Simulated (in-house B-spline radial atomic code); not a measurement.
## Ho8+: [Kr] 4d10 (4f5/2)5 (4f7/2)5 5s2 (8p3/2)1 (an excited or competing configuration)

Method: Dirac-Hartree-Fock, average of the jj configuration, Fermi nucleus of rms radius 5.2022 fm. Calculated with an all-electron radial atomic-structure program (B-spline basis).

Effective charges: Z_r = [3n² - l(l+1)]/(2<r>) from the radius, Z_e = n√(-2ε) from the energy, and Slater's rules. Values are occupation-weighted means over j. An effective charge above Z reflects the relativistic contraction of the inner shells.

```tsv
shell	electrons	ε (eV)	<r> (bohr)	Z_r	Z_e	Slater
1s	2	-56093	0.02074	72.34	64.21	66.70
2s	2	-9621.3	0.08745	68.61	53.18	62.85
2p	6	-8569.6	0.07773	64.33	50.19	62.85
3s	2	-2308.4	0.2287	59.04	39.08	55.75
3p	6	-1977	0.2276	54.91	36.16	55.75
3d	10	-1538.9	0.2076	50.57	31.91	45.85
4s	2	-590.82	0.519	46.25	26.36	39.25
4p	6	-478.18	0.5493	41.87	23.71	39.25
4d	10	-319.8	0.5933	35.39	19.39	27.85
5s	2	-177.14	1.178	31.85	18.04	14.85
4f	10	-148.56	0.7061	25.49	13.22	17.85
8p	1	-30.82	5.894	16.12	12.04	9.00
```

The least bound orbital is 8p3/2 at -30.82 eV, and it is also the most diffuse (<r> = 5.894 bohr).

For the 1s electron the small component carries 6.27 % of the norm, the zero-frequency Breit interaction raises the level by 175.1 eV, self-energy by 106.2 eV, and vacuum polarisation lowers it by 18.1 eV.
